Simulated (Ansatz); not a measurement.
`N=C(S)N[SiH2]O` + `OCS` → `O[SiH2]OCS` + `N=C(N)S`  (ligand exchange at the Si–N bond)

Calculated with Ansatz (gas phase, PBE0-D4/def2-TZVP geometries, no zero-point term in ΔE). CCSD(T)/CBS adds triple-zeta CCSD(T) − MP2 to the extrapolated MP2 energy (def2 sets, frozen cores). Functionals use def2-TZVPP. B3LYP here is the variant with VWN-RPA as its local correlation; programs differ in this. One conformer a species, not always the lowest.

`N=C(S)N[SiH2]O`:

Z-matrix (Å, degrees):
```
Si
N 1 1.738
O 1 1.637 2 114.2
H 1 1.483 2 107.6 3 -122.7
H 1 1.475 2 105.4 3 116.2
C 2 1.381 1 125.2 3 74.1
H 2 1.009 1 118.5 3 -93.7
H 3 0.958 1 119.0 2 -68.2
S 6 1.773 2 112.3 1 -164.5
N 6 1.268 2 128.0 1 14.9
H 9 1.340 6 93.8 2 -175.3
H 10 1.018 6 112.1 2 4.1
```

`OCS`:

```xyz
7

O    -0.262    1.009   -0.677
C    -0.224   -0.273   -0.103
S     0.168   -0.169    1.644
H    -0.435    0.910   -1.619
H    -1.202   -0.768   -0.134
H     0.507   -0.919   -0.599
H     1.447    0.209    1.488
```

`O[SiH2]OCS`:

Cartesian coordinates in Å:
```
O 1.566 1.445 0.316
Si 0.456 1.095 -0.833
O 0.056 -0.509 -0.897
C -0.882 -1.091 -0.053
S -0.516 -0.934 1.725
H 1.300 1.229 1.214
H 1.083 1.413 -2.128
H -0.811 1.842 -0.600
H -1.870 -0.628 -0.158
H -0.962 -2.148 -0.302
H 0.578 -1.714 1.718
```

`N=C(N)S`:

Z-matrix (Å, degrees):
```
C
N 1 1.371
S 1 1.786 2 114.7
N 1 1.265 2 121.8 3 179.8
H 2 1.006 1 116.8 3 35.4
H 2 1.009 1 112.9 3 171.8
H 3 1.343 1 96.8 2 28.6
H 4 1.014 1 112.3 2 -172.1
```

| level | ΔE (kJ/mol) | difference from CCSD(T)/CBS |
| --- | --- | --- |
| PBE-D4 | -66.4 | -1.8 |
| B3LYP-D4 | -68.7 | -4.1 |
| ωB97X-V | -66.2 | -1.6 |
| ωB97M-V | -67.0 | -2.4 |
| B2PLYP | -67.9 | -3.3 |
| PBE | -66.3 | -1.7 |
| MP2/def2-TZVPP | -65.3 | -0.7 |
| CCSD/def2-TZVPP | -64.4 | 0.2 |
| HF/def2-QZVPP | -66.9 | -2.3 |
| MP2/def2-QZVPP | -65.0 | -0.4 |
| CCSD(T)/CBS | -64.6 | 0 |

Largest T1 diagnostic among the species: 0.014.
